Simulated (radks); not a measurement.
Results of a calculation; reference values are marked as such.
Task: The mean radii <r> (bohr) of the occupied orbitals of an atom or ion are listed with their occupations. Level of theory: scalar-relativistic Kohn-Sham, LB94 model potential, spin-polarised, spherical densities, finite nucleus; Fermi nuclear charge, rms radius of each element as measured or else 0.836 A^(1/3) + 0.57 fm (a radial shooting solver on a logarithmic mesh with Libxc functionals).

orbital  occ.      <r>
1s          2  0.02034
2s          2  0.08554
2p          6  0.07577
3s          2   0.2099
3p          6   0.2056

Name the element and its charge. Open shells, if any, are filled with parallel spins first.

Result: Z = 68, erbium, charge +50: Er50+ in [Ar]. The 1s radius gives Z: for a bare nucleus <r> = (2 gamma + 1)/(2Z) with gamma = sqrt(1 - (Z/c)^2), 0.02012 bohr for Z = 68, and screening makes it slightly larger (0.02034 here). The occupations add up to 18, and the charge is Z minus that.
